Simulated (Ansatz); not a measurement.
Geometry optimisation, Ansatz, DFT PBE, scalar-relativistic, plane waves, PAW.

Input file:

```yaml
crystal:
  lattice:
    - [6.6, 0.0, 0.0]
    - [0.0, 6.6, 0.0]
    - [0.0, 0.0, 6.6]
  atoms:
    - { symbol: Nb, position: [0.0, 0.0, 0.0] }
    - { symbol: Nb, position: [0.5, 0.0, 0.0] }
    - { symbol: Nb, position: [0.0, 0.5, 0.0] }
    - { symbol: Nb, position: [0.0, 0.0, 0.5] }
    - { symbol: Nb, position: [0.25, 0.25, 0.25] }
    - { symbol: Nb, position: [0.5, 0.5, 0.0] }
    - { symbol: Nb, position: [0.5, 0.0, 0.5] }
    - { symbol: Nb, position: [0.75, 0.25, 0.25] }
    - { symbol: Nb, position: [0.0, 0.5, 0.5] }
    - { symbol: Nb, position: [0.25, 0.75, 0.25] }
    - { symbol: Nb, position: [0.25, 0.25, 0.75] }
    - { symbol: Nb, position: [0.5, 0.5, 0.5] }
    - { symbol: Nb, position: [0.75, 0.75, 0.25] }
    - { symbol: Nb, position: [0.75, 0.25, 0.75] }
    - { symbol: Nb, position: [0.25, 0.75, 0.75] }
    - { symbol: Nb, position: [0.75, 0.75, 0.75] }
    - { symbol: H, position: [1.00816248, 0.62094953, 0.74617551] }
basis:
  ecutwfc: 420.0
kpoints:
  mp_grid: { grid: [3, 3, 3] }
hamiltonian:
  xc: pbe
scf:
  occupations: { method: gaussian, width: 0.15 }
  lower_state_search: "off"
relax:
  f_tol: 0.03
  max_steps: 60
  adjacent_minimum: "off"
```

Run as:

```bash
$ ansatz run input.yaml --threads 4 --pin off --max-ram 10240MiB --backend cpu --events-out ev --progress --plain --runs-dir out
```

Question: Where does it end, and by what steps?

Answer: It converged. The force dipped under the threshold on the way, but the program's further checks kept it going. Limits of this set-up: coarse k mesh, odd electron count without spin, a small cell, in which the defect meets its images. After 4 steps the energy has fallen by 0.145 eV; H17 moved furthest, 0.06 Å.

```
step  energy less start (eV)  largest force component (eV/Å)  accepted
   0                  0.0000                           1.175       yes
   1                  0.1329                           1.170        no
   2                 -0.1370                           0.195       yes
   3                 -0.1447                           0.007       yes
   4                 -0.1447                           0.007       yes
```

```xyz
17
Lattice="6.6000 0.0000 0.0000 0.0000 6.6000 0.0000 0.0000 0.0000 6.6000" Properties=species:S:1:pos:R:3
Nb 0.003 -0.001 0.005
Nb 3.303 0.013 -0.003
Nb 0.003 3.262 0.043
Nb 0.003 -0.001 3.292
Nb 1.651 1.633 1.648
Nb 3.303 3.310 -0.002
Nb 3.303 0.013 3.300
Nb 4.954 1.633 1.648
Nb 0.003 3.262 3.254
Nb 1.652 4.938 1.649
Nb 1.660 1.649 4.949
Nb 3.303 3.310 3.299
Nb 4.954 4.937 1.649
Nb 4.946 1.648 4.949
Nb 1.697 4.985 4.949
Nb 4.909 4.985 4.949
H 6.604 4.123 4.948
```

Run time: 26 s on 4 threads of Intel(R) Xeon(R) 6975P-C (Granite Rapids), with other jobs on the host, peak memory 1.2 GiB.
